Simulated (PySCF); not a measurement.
Input for PySCF: R-BP86/6-31G* on O2++, 2S+1 = 1, a spin state set in the input, which need not be the lowest, a point of a bond scan (R = 1.032 Å). Charge +2.

```python
from pyscf import gto, scf, dft, mp
from pyscf.data.elements import chemcore

mol = gto.M(
    atom='''
    O     0.00000000    0.00000000    0.00000000
    O     0.00000000    0.00000000    1.03157400
    ''',
    basis='6-31g*',
    cart=True,
    charge=2, spin=0, verbose=3, max_memory=1800)
mf = dft.RKS(mol, xc='b88,p86')
mf.conv_tol = 1e-8
mf.max_cycle = 100
mf.kernel()
if not mf.converged:
    mf = mf.newton().run(mf.mo_coeff, mf.mo_occ)
```

Question: Predict the final total energy.

Answer: -148.9632 hartree.
